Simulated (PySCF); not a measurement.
Pb(SH)2 (H2PbS2), SMILES [SH][Pb][SH] (connectivity only; charge and spin as stated), neutral, multiplicity 1.

The structure is a stationary point at PBE-D3(BJ)/def2-SVP. The def2 effective core potentials stand for the cores of Pb; spin–orbit coupling is left out. The values are those of a single conformer.

The numbers are results of PBE-D3(BJ)/def2-SVP (PySCF), not measurements.

Frequencies are harmonic and unscaled.

Task: List the normal modes with their intensities. (Estimate from the structure and the level; the computed values follow.)

Result: 
| mode | ν (cm⁻¹) | IR (km/mol) | moving atoms (share of kinetic energy) |
|---|---|---|---|
| 1 | 93 | 2.5 | S 84 %, Pb 11 % |
| 2 | 216 | 33.3 | H 96 % |
| 3 | 290 | 34.0 | S 82 %, Pb 14 % |
| 4 | 298 | 19.8 | S 85 %, Pb 13 % |
| 5 | 302 | 1.5 | H 95 % |
| 6 | 553 | 10.5 | H 97 % |
| 7 | 594 | 5.8 | H 93 % |
| 8 | 2607 | 1.5 | H 97 % |
| 9 | 2615 | 1.9 | H 97 % |
